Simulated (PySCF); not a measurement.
## How the method changes the constants of KSe⁻

State: ¹Σ⁺ (singlet), closed shell. Set-up: basis K aug-cc-pVDZ-X2C, Se aug-cc-pVDZ-DK; spin-free X2C with a Gaussian nucleus; PySCF 2.14. De refers to K + Se⁻ in their high-spin ground configurations, without counterpoise correction. A positive dipole points towards Se; it is taken about the centre of mass and depends on that origin.

```json
{"Level": "RHF", "Re (Å)": "2.920", "ωe (cm⁻¹)": "214", "De (eV)": "n/a", "μ (D)": "-11.10"}
{"Level": "RHF-MP2", "Re (Å)": "2.939", "ωe (cm⁻¹)": "193", "De (eV)": "n/a", "μ (D)": "n/a"}
{"Level": "RHF-SCS-MP2", "Re (Å)": "2.948", "ωe (cm⁻¹)": "188", "De (eV)": "n/a", "μ (D)": "n/a"}
{"Level": "RHF-CCSD", "Re (Å)": "2.920", "ωe (cm⁻¹)": "199", "De (eV)": "n/a", "μ (D)": "n/a"}
{"Level": "RHF-CCSD(T)", "Re (Å)": "2.967", "ωe (cm⁻¹)": "176", "De (eV)": "n/a", "μ (D)": "n/a"}
{"Level": "PBE", "Re (Å)": "2.900", "ωe (cm⁻¹)": "196", "De (eV)": "1.46", "μ (D)": "-5.20"}
{"Level": "BP86", "Re (Å)": "2.898", "ωe (cm⁻¹)": "196", "De (eV)": "1.43", "μ (D)": "-5.16"}
{"Level": "r²SCAN", "Re (Å)": "2.887", "ωe (cm⁻¹)": "205", "De (eV)": "1.35", "μ (D)": "-5.78"}
{"Level": "PBE0", "Re (Å)": "2.876", "ωe (cm⁻¹)": "207", "De (eV)": "1.18", "μ (D)": "-6.88"}
{"Level": "B97-3", "Re (Å)": "2.899", "ωe (cm⁻¹)": "202", "De (eV)": "1.22", "μ (D)": "-6.51"}
{"Level": "BHandHLYP", "Re (Å)": "2.881", "ωe (cm⁻¹)": "211", "De (eV)": "0.89", "μ (D)": "-8.12"}
```

The bond length runs from 2.876 Å (PBE0) to 2.967 Å (RHF-CCSD(T)). De spans 0.89 eV (BHandHLYP, global hybrid GGA) to 1.46 eV (PBE, GGA).

Correlated steps freeze 14 core orbitals. For an ion De counts to the pair picked by the measured ionisation energies or electron affinities, which need not be the lowest pair at this level. The highest Kohn–Sham level is positive in this anion. Much of that is self-interaction error, but it also means that the finite basis helps to hold the extra electron. The CCSD T1 diagnostic is raised, a sign that a single reference may not be enough here.

The whole job (state search and all levels along the bond) took about 8.8 min on 1 thread of Arm Neoverse N1 (shared host), peak memory 1.1 GiB.
